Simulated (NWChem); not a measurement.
Molecule: SiNH₅; SMILES N[SiH3]

```xyz
7

Si    -0.0081     0.5588     0.0000
N     -0.0430    -1.1795     0.0000
H     -0.7169     1.0254    -1.2211
H     -0.7169     1.0254     1.2211
H      1.3392     1.2117     0.0000
H      0.2685    -1.6706    -0.8303
H      0.2685    -1.6706     0.8303
```
Atoms are numbered in this order, from 1.

Level: B3LYP/6-31G* (spherical d) (NWChem), optimised geometry, unscaled harmonic frequencies. B3LYP is NWChem's, with the RPA form of VWN correlation.

List the harmonic frequencies with IR intensities, and the thermochemistry.


```csv
frequency (cm⁻¹),IR intensity (km/mol)
197,15.0
451,231.7
639,32.1
709,67.8
834,22.4
923,109.5
943,66.9
993,66.3
1012,248.1
1631,41.7
2192,231.0
2252,97.1
2258,191.5
3552,13.7
3641,15.7
```

```yaml
zero_point_energy: 31.8 kcal/mol
thermal correction to the enthalpy at 298.15 K (with zero-point energy): 35.0 kcal/mol
heat capacity Cv: 13.2 cal/(mol K)
entropy at 298.15 K and 1 atm (symmetry number 1): 62.7 cal/(mol K)
dipole_moment: 1.45 D
```

Rigid rotor and harmonic oscillator.
